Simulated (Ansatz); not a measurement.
A single point on Cl₄V, SMILES `[Cl][V]([Cl])([Cl])[Cl]` radical.

```yaml
crystal:
  periodic: [false, false, false]
  atoms:
    - {symbol: Cl, position_ang: [-0.935357, -0.074686, 1.905201]}
    - {symbol: V, position_ang: [-0.000008, 0.000023, 0.000017]}
    - {symbol: Cl, position_ang: [1.698366, -1.271060, 0.100482]}
    - {symbol: Cl, position_ang: [-1.337038, -0.640568, -1.520577]}
    - {symbol: Cl, position_ang: [0.574037, 1.986302, -0.485124]}
basis:
  gaussian: {orbitals: def2-QZVPP}
magnetization: {spin_polarized: true, initial_magnetization: 1}
correlation: {method: mp2}
scf: {omitted_lower_state_checks: [cluster_reference]}
```

```sh
$ ansatz run in.yaml --threads 2 --pin off --events-out ev --progress --plain --max-ram 32768MiB --backend cuda --devices 0, --max-vram 18GiB
```

It prints (some lines left out):

```
Functional definition: HF
2268 factors; integrals over basis functions are off by at most 8.2e-4 eV
mean field evaluation 1: about -75672.0293 eV, gradient 3.9e1 eV
mean field evaluation 2: about -75672.3061 eV, gradient 3.9e1 eV
mean field evaluation 4: about -75678.7028 eV, gradient 6.7e0 eV
mean field evaluation 8: about -75679.0359 eV, gradient 8.0e-1 eV
mean field evaluation 16: about -75679.0552 eV, gradient 2.7e-2 eV
mean field evaluation 32: about -75679.0553 eV, gradient 5.6e-8 eV
mean field -75679.05526048 eV, -2781.1539837165 hartree, gradient 2.0e-7 eV, S^2 0.773507; 15 other end points of the search recorded, 0 dependent functions left out
25 core orbitals not correlated: weight in the atoms' cores, before any rotation towards them, 1.000 or more for the frozen orbitals, at most 0.000 for the correlated occupied ones
reference -75679.05526048 eV, -2781.1539837165 hartree; 21, 20 occupied and 327, 328 virtual orbitals, 2268 factors
second order -37.75238123 eV of doubles, -0.00000000 eV of singles
Total energy: -75716.80764171 eV, -2782.5413581373 hartree
Checks for a lower state left out: cluster_reference
```

Hardware: 2 threads of an AMD EPYC 7R13 on a shared host and a share of an NVIDIA H100 80 GB. Wall time 55 s, peak host memory 1 GiB.
